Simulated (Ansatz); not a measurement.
`[OH][Y]([F])[F]` + NH₃ → `[NH2][Y]([OH])[F]` + H–F at 600 K and 1 bar (ligand exchange at a Y–F bond).

Computed with Ansatz on PBE0-D4/def2-TZVP structures; ΔE is electronic, products minus reactants. CBS: MP2 limit from def2 TZ/QZ plus the TZ coupled-cluster correction, frozen cores. This one scheme is used for every species. def2 core potentials past Kr. For Y outer-core shells are correlated without core-valence functions, which leaves a few kJ/mol of doubt a bond. Each species was taken in one conformer, which may not be the lowest.

```csv
species,CCSD(T)/CBS energy (Eh),H − E (kJ/mol),S (J/(mol·K))
`[OH][Y]([F])[F]`,-313.85352,87.0,399.4
NH₃,-56.50880,112.4,219.5
`[NH2][Y]([OH])[F]`,-269.91757,155.8,430.6
H–F,-100.39570,42.3,194.0
```

H − E and S are ideal-gas, rigid-rotor, harmonic terms from PBE0-D4/def2-TZVP, for one conformer and one mirror image of each species. 1 Eh = 2625.50 kJ/mol, R = 8.31446 J/(mol·K).

Problem. By hand: ΔE, ΔH, ΔS and ΔG.

Solution. ΔE = (-269.91757) + (-100.39570) − (-313.85352) − (-56.50880) = 0.04905 Eh = 128.8 kJ/mol. Δ(H − E) = 155.8 + 42.3 − 87.0 − 112.4 = -1.3, so ΔH = 127.5 kJ/mol. ΔS = 430.6 + 194.0 − 399.4 − 219.5 = 5.7 J/(mol·K). ΔG = 127.5 − 600 × (5.7)/1000 = 124.1 kJ/mol.

Problem. By hand: the equilibrium constant, and the temperature at which ΔG would vanish if ΔH and ΔS stayed fixed.

Solution. log₁₀ K = −ΔG/(RT ln 10) = -10.8. ΔG = 0 at ΔH/ΔS = 22368 K, far beyond where these terms or the molecules hold.

The number of gas molecules stays the same, so ΔS is small and ΔH decides. A doubt of 5 kJ/mol in ΔE shifts log₁₀ K by 0.4 here. Other conformers and mirror images would add mixing entropy, several J/(mol·K) or more a flexible species. Modes under 60 cm⁻¹, often nearly free rotors, make the harmonic entropy too high. These are equilibria of isolated gas molecules and say nothing of rates. Largest T1 diagnostic: 0.015 (customary marks: 0.02 for closed shells, 0.045 for open ones).
